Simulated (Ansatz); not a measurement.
# Redistribution: C3H8 + CHCl2I → C2H5I + C2H4Cl2

Species: C3H8 (propane) `CCC`, singlet; CHCl2I (dichloroiodomethane) `ClC(Cl)I`, singlet; C2H5I (iodoethane) `CCI`, singlet; C2H4Cl2 (1,1-dichloroethane) `CC(Cl)Cl`, singlet. The partners trade CH3 for I; both sit on C, so the bond types are kept.

Shapes, held fixed at every level: PBE0-D4/def2-TZVP. Programs: Ansatz 0.2.0. The zero-point and thermal change to 298 K, harmonic and unscaled (PBE0-D4/def2-TZVP), is +1.2 kJ/mol.

```json
{"level": "HF/def2-SVP", "kind": "Hartree–Fock", "ΔH(298 K) (kJ/mol)": "-63.2", "less CCSD(T)/def2-TZVPP": "-15.3"}
{"level": "PBE-D4/def2-TZVPP", "kind": "GGA", "ΔH(298 K) (kJ/mol)": "-39.5", "less CCSD(T)/def2-TZVPP": "+8.4"}
{"level": "B3LYP-D4/def2-TZVPP", "kind": "global hybrid", "ΔH(298 K) (kJ/mol)": "-43.3", "less CCSD(T)/def2-TZVPP": "+4.6"}
{"level": "PBE0-D4/def2-TZVPP", "kind": "global hybrid", "ΔH(298 K) (kJ/mol)": "-44.9", "less CCSD(T)/def2-TZVPP": "+3.0"}
{"level": "r2SCAN0-D4/def2-TZVPP", "kind": "global hybrid", "ΔH(298 K) (kJ/mol)": "-49.2", "less CCSD(T)/def2-TZVPP": "-1.3"}
{"level": "wB97M-V/def2-TZVPP", "kind": "range-separated hybrid", "ΔH(298 K) (kJ/mol)": "-46.3", "less CCSD(T)/def2-TZVPP": "+1.6"}
{"level": "MP2/def2-SVP", "kind": "perturbation theory", "ΔH(298 K) (kJ/mol)": "-48.1", "less CCSD(T)/def2-TZVPP": "-0.2"}
{"level": "CCSD(T)/def2-TZVPP", "kind": "coupled cluster or CI", "ΔH(298 K) (kJ/mol)": "-47.9", "less CCSD(T)/def2-TZVPP": "0.0"}
```

The highest level, CCSD(T)/def2-TZVPP, gives ΔH(298 K) = -47.9 kJ/mol; the levels span -63.2 to -39.5. The column of differences is taken from that level and isn't an error. No measured value is set beside it here. For atoms past krypton def2 sets carry core potentials with scalar relativity. Correlated rows may include outer-core shells of I, which these sets cover unevenly.
